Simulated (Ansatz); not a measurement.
Consider the redistribution: `O[SiH2][TeH]` + `C[SiH]([SiH3])[SiH3]` → `[SiH3][SiH2][TeH]` + `C[SiH](O)[SiH3]`.

Calculated with Ansatz (gas phase, PBE0-D4/def2-TZVP geometries, no zero-point term in ΔE). CCSD(T)/CBS adds triple-zeta CCSD(T) − MP2 to the extrapolated MP2 energy (def2 sets, frozen cores). Functionals use def2-TZVPP. B3LYP here is the variant with VWN-RPA as its local correlation; programs differ in this. Elements past krypton have def2 core potentials. For Te outer-core shells are correlated without core-valence functions, which leaves a few kJ/mol of doubt a bond. Each species was taken in one conformer, which may not be the lowest.

Problem. Is it downhill or uphill in electronic energy at CCSD(T)/CBS, and by how much? (Best estimate.)

Solution. The calculation gave: Uphill: ΔE = +5.7 kJ/mol.

Problem. What do these levels give: LDA (SPW92), PBE0-D4, BHLYP-D4, CAM-B3LYP-D4, ωB97X-V, BLYP, B3LYP, CAM-B3LYP, LC-ωPBE, MP2/def2-TZVPP, SCS-MP2/def2-TZVPP, SCS-MP2/def2-QZVPP? (Estimate.)

Solution. Ansatz gave: LDA (SPW92) 9.5, PBE0-D4 8.1, BHLYP-D4 4.7, CAM-B3LYP-D4 5.4, ωB97X-V 5.6, BLYP 6.5, B3LYP 5.6, CAM-B3LYP 4.6, LC-ωPBE 5.4, MP2/def2-TZVPP 7.8, SCS-MP2/def2-TZVPP 6.4, SCS-MP2/def2-QZVPP 5.9 kJ/mol.

Largest T1 diagnostic among the species: 0.012.

Leaving LDA and LC-ωPBE aside and taking each functional with its dispersion term where it has one, the values, not all of them listed here, spread over 5.0 kJ/mol, from BHLYP-D4 to revPBE-D4. In def2-TZVPP, CCSD(T) changes the Hartree–Fock value by +4.7 kJ/mol (the triples alone add +1.2 kJ/mol) and MP2 by +6.1 kJ/mol.
